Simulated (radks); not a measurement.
The sulfur ion S3+, 13 electrons, occupied as [Ne] 3s2 3p1.

Calculated with a radial shooting solver on a logarithmic mesh with Libxc functionals: scalar-relativistic Kohn-Sham, BLYP, spin-unpolarised, spherical densities, finite nucleus; Fermi nuclear charge, rms radius 3.2611 fm.

Energy parts (eV):
total: -10795.941
kinetic: 10839.376
electron-nucleus: -25212.153
Hartree: 4245.048
exchange-correlation: -668.211

Orbitals (lengths in bohr, moments of r in powers of bohr; <r^-3> diverges for s and p1/2; r(max) is where P^2 peaks):
orbital,occ.,eigenvalue (eV),<r>,<r^-3>,r(max),<r^2>
1s,2,-2450.627,0.09687,-,0.06329,0.01263
2s,2,-253.2347,0.4783,-,0.3878,0.2722
2p,6,-198.4022,0.4409,82.05,0.3247,0.2429
3s,2,-52.1322,1.519,-,1.333,2.641
3p,1,-40.1888,1.665,8.753,1.435,3.213
3d,0,-24.0449,2.019,0.5125,1.634,4.831
4s,0,-19.4735,3.473,-,3.304,13.56

The highest occupied level is 3p at -40.189 eV. For comparison, the ionisation energy in NIST's Atomic Spectra Database is 47.22 eV (semi-empirical). In exact Kohn-Sham theory the highest level is minus the ionisation energy, but local and semilocal functionals leave it too shallow, through self-interaction and a potential that decays too fast; potentials with the right tail come closer. The density falls to 0.001 e/bohr^3 at r = 3.11 bohr. The electron density at the nucleus is 2964 e/bohr^3 (large components only).

Beside tabulated values, note that spin-unpolarised runs miss the spin-polarisation part of the exchange energy of open shells.
